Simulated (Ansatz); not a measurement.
Computed with Ansatz on PBE0-D4/def2-TZVP structures; ΔE is electronic, products minus reactants. CCSD(T)/CBS is the MP2 limit (def2-TZVPP, def2-QZVPP) plus CCSD(T) − MP2 in def2-TZVPP, frozen cores. DFT in def2-TZVPP. B3LYP here is the variant with VWN-RPA as its local correlation; programs differ in this. For Se outer-core shells are correlated without core-valence functions, which leaves a few kJ/mol of doubt a bond. Scalar relativity is left out up to krypton. Each species was taken in one conformer, which may not be the lowest.

Reaction (formal exchange of groups at the Si–B bond): `C=NB[SiH3]` + `CC[SeH]` → `[SiH3]CC[SeH]` + `BN=C`

```json
{"level": "PBE-D4", "ΔE (kcal/mol)": "3.1", "difference from CCSD(T)/CBS": "2.4"}
{"level": "r2SCAN-D4", "ΔE (kcal/mol)": "2.1", "difference from CCSD(T)/CBS": "1.4"}
{"level": "PBE0-D4", "ΔE (kcal/mol)": "2.3", "difference from CCSD(T)/CBS": "1.6"}
{"level": "B3LYP-D4", "ΔE (kcal/mol)": "1.2", "difference from CCSD(T)/CBS": "0.5"}
{"level": "ωB97X-V", "ΔE (kcal/mol)": "0.7", "difference from CCSD(T)/CBS": "0.0"}
{"level": "ωB97M-V", "ΔE (kcal/mol)": "-0.2", "difference from CCSD(T)/CBS": "-0.9"}
{"level": "B2PLYP", "ΔE (kcal/mol)": "1.0", "difference from CCSD(T)/CBS": "0.3"}
{"level": "PBE", "ΔE (kcal/mol)": "3.6", "difference from CCSD(T)/CBS": "2.9"}
{"level": "r2SCAN", "ΔE (kcal/mol)": "2.3", "difference from CCSD(T)/CBS": "1.6"}
{"level": "PBE0", "ΔE (kcal/mol)": "2.7", "difference from CCSD(T)/CBS": "2.0"}
{"level": "B3LYP", "ΔE (kcal/mol)": "1.9", "difference from CCSD(T)/CBS": "1.2"}
{"level": "HF/def2-TZVPP", "ΔE (kcal/mol)": "-0.5", "difference from CCSD(T)/CBS": "-1.2"}
{"level": "MP2/def2-TZVPP", "ΔE (kcal/mol)": "-0.4", "difference from CCSD(T)/CBS": "-1.1"}
{"level": "SCS-MP2/def2-TZVPP", "ΔE (kcal/mol)": "-0.4", "difference from CCSD(T)/CBS": "-1.1"}
{"level": "CCSD/def2-TZVPP", "ΔE (kcal/mol)": "0.6", "difference from CCSD(T)/CBS": "-0.1"}
{"level": "CCSD(T)/def2-TZVPP", "ΔE (kcal/mol)": "0.9", "difference from CCSD(T)/CBS": "0.2"}
{"level": "HF/def2-QZVPP", "ΔE (kcal/mol)": "-0.6", "difference from CCSD(T)/CBS": "-1.3"}
{"level": "MP2/def2-QZVPP", "ΔE (kcal/mol)": "-0.5", "difference from CCSD(T)/CBS": "-1.2"}
{"level": "SCS-MP2/def2-QZVPP", "ΔE (kcal/mol)": "-0.5", "difference from CCSD(T)/CBS": "-1.2"}
{"level": "HF/CBS(def2)", "ΔE (kcal/mol)": "-0.6", "difference from CCSD(T)/CBS": "-1.3"}
{"level": "MP2/CBS(def2)", "ΔE (kcal/mol)": "-0.5", "difference from CCSD(T)/CBS": "-1.2"}
{"level": "CCSD/CBS(def2)", "ΔE (kcal/mol)": "0.5", "difference from CCSD(T)/CBS": "-0.2"}
{"level": "CCSD(T)/CBS", "ΔE (kcal/mol)": "0.7", "difference from CCSD(T)/CBS": "0"}
```

Largest T1 diagnostic among the species: 0.017.

From PBE to PBE0 (25 % exact exchange), in def2-TZVPP and without D4, ΔE moves by −0.9 kcal/mol.
